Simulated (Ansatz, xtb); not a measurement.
**Two isomers of C5H7NOSi**

Structure I is `[SiH3]Oc1cccnc1`, a singlet and structure II is `N#C[C@@H]1C=CCO[SiH2]1`, a singlet. Both are isolated molecules in the gas phase, relaxed with B3LYP/def2-SVP; the shapes shown needn't be the lowest conformers.

I (Å):

```yaml
atoms:
  - { symbol: C, position_ang: [-1.6632, 0.1914, -0.1892] }
  - { symbol: C, position_ang: [-2.8449, 0.0891, 0.5566] }
  - { symbol: C, position_ang: [-2.7483, -0.1205, 1.9305] }
  - { symbol: C, position_ang: [-1.4790, -0.2206, 2.5131] }
  - { symbol: C, position_ang: [-0.4389, 0.0765, 0.4927] }
  - { symbol: N, position_ang: [-0.3517, -0.1239, 1.8068] }
  - { symbol: O, position_ang: [-1.7533, 0.3953, -1.5263] }
  - { symbol: Si, position_ang: [-0.5602, 0.5665, -2.7044] }
  - { symbol: H, position_ang: [-1.3033, 0.7663, -3.9722] }
  - { symbol: H, position_ang: [0.3020, 1.7458, -2.4094] }
  - { symbol: H, position_ang: [0.2836, -0.6598, -2.7780] }
  - { symbol: H, position_ang: [-3.8069, 0.1754, 0.0467] }
  - { symbol: H, position_ang: [-3.6472, -0.2056, 2.5459] }
  - { symbol: H, position_ang: [-1.3736, -0.3853, 3.5915] }
  - { symbol: H, position_ang: [0.5074, 0.1515, -0.0597] }
```

II (Å):

```xyz
15

C    -2.7037   -1.2273   -1.8033
C    -1.3254   -0.7469   -1.7219
C    -0.3730   -1.8253   -1.2093
C     0.1310   -1.9044    0.0301
C    -0.1010   -0.9791    1.1930
N    -3.8029   -1.5962   -1.8477
O    -0.8906    0.1606    0.9304
Si   -1.1519    0.7894   -0.5886
H    -1.0228   -0.4549   -2.7443
H    -0.0994   -2.6009   -1.9324
H     0.7997   -2.7425    0.2590
H     0.8840   -0.6652    1.5938
H    -0.5883   -1.5491    2.0068
H    -2.3769    1.6199   -0.5375
H     0.0097    1.5808   -1.0896
```

Problem. Estimate which is lower in electronic energy at CCSD(T)/def2-SVP + ΔMP2/def2-TZVPP, and by roughly how much.

Solution. The CCSD(T)/def2-SVP + ΔMP2/def2-TZVPP calculation puts structure I lower, by 7.8 kcal/mol.

Level by level:

| level | geometry | E(II) − E(I) (kcal/mol) | departure from the last row (kcal/mol) | job, with rough time for the two |
| --- | --- | --- | --- | --- |
| B3LYP/def2-SVP | B3LYP/def2-SVP | +19.5 | +11.7 | optimisation, 67 s |
| HF/def2-SVP | B3LYP/def2-SVP | +10.3 | +2.4 | part of the CCSD(T) run |
| MP2/def2-SVP | B3LYP/def2-SVP | +11.9 | +4.1 | part of the CCSD(T) run |
| CCSD(T)/def2-SVP | B3LYP/def2-SVP | +9.8 | +1.9 | single point |
| CCSD(T)/def2-SVP + ΔMP2/def2-TZVPP | B3LYP/def2-SVP | +7.8 |  | single point, 99 s |

As drawn, II has 1 C≡N, 3 C–C, 1 C=C, 1 C–Si, 1 C–H in place of 4 C∷C, 2 C∷N, 1 Si–H (∷ is an aromatic bond). Structure I has a 6-membered ring (with an aromatic ring), II a 6-membered ring.

The levels shown agree on the order. The largest departure from CCSD(T)/def2-SVP + ΔMP2/def2-TZVPP is that of B3LYP/def2-SVP, 11.7 kcal/mol. Levels run at GFN2-xTB geometries aren't shown. The last row adds to CCSD(T) the change of the MP2 difference between the two basis sets, here −1.9 kcal/mol.

With thermal terms from frequencies at re-optimised GFN2-xTB minima (ideal gas, soft modes damped towards free rotors, one conformer each, 298.15 K, 1 atm): on the last row, ΔE + ΔZPE = +9.1, ΔH = +9.4, ΔG = +8.7 kcal/mol.

The correlated steps freeze 12 core orbitals. Mirror images aren't counted in ΔG. Run with Ansatz 0.2.0, xtb 6.7.1; the last row on 4 threads of Arm Neoverse V1 on a shared host.
